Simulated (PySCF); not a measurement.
## How the method changes the constants of RbCa

State: ²Σ⁺ (doublet), unpaired electrons σ ↑. Set-up: PySCF, scalar-relativistic core potentials, basis sets Rb def2-SVP with ECP28, Ca def2-SVP. De refers to Rb + Ca in their ground configurations, without counterpoise correction. The functionals are run spin-unrestricted. A positive dipole means Rb(−)Ca(+). Levels whose curve was spin-contaminated or gave no clean fit are not listed.

```csv
Level,Re (Å),ωe (cm⁻¹),De (eV),μ (D)
ROHF-MP2,4.792,35.8,0.090,n/a
ROHF-SCS-MP2,4.877,32.9,0.074,n/a
ROHF-CCSD,4.689,40.3,0.102,n/a
ROHF-CCSD(T),4.620,43.9,0.120,n/a
PBE,4.400,62.4,0.244,-2.26
revPBE,4.478,59.5,0.215,-2.50
r²SCAN,4.467,61.5,0.250,-3.14
PBE0,4.441,60.5,0.211,-2.57
HSE06,4.444,59.8,0.213,-2.37
MN15,4.583,43.6,0.181,-1.20
BHandHLYP,4.628,45.8,0.083,-1.41
```

Task: Which functional lies closest to ROHF-CCSD(T) in De, which farthest, and by how much do they differ from it?

Result: Closest is BHandHLYP (+0.8 pm in Re, +4.3 % in ωe, -0.04 eV in De against ROHF-CCSD(T) in the same basis), farthest r²SCAN (-15.3 pm in Re, +40.1 % in ωe, +0.13 eV in De). CCSD(T) converges more slowly with the basis than the functionals do and binds too weakly in this one, so the order can change at the basis-set limit.

Task: What does a quarter of exact exchange do here, going from PBE to PBE0?

Result: PBE0 less PBE: +4.1 pm in Re, -3.0 % in ωe, -0.03 eV in De. Exact exchange removes part of the self-interaction that spreads semilocal densities, and in most molecules shortens and stiffens the bond and lowers De; here Re and ωe go the other way.

Task: What does the step from GGA to meta-GGA do here, going from PBE to r²SCAN?

Result: r²SCAN less PBE: +6.7 pm in Re, -1.4 % in ωe, +0.01 eV in De. 

Correlated steps freeze 5 core orbitals. The bond is weak. Basis-set superposition, not corrected here, can be much of De in a small basis, most of all at correlated wavefunction levels. Functionals without a dispersion term scatter widely for such bonds, and LDA overbinds them. Spin–orbit coupling is left out. The state is the lowest determinant that a PBE0 search found; another state may lie lower at other levels.

The whole job (state search and all levels along the bond) took about 2.8 min on 1 thread of Arm Neoverse V2 (shared host), peak memory 0.61 GiB.
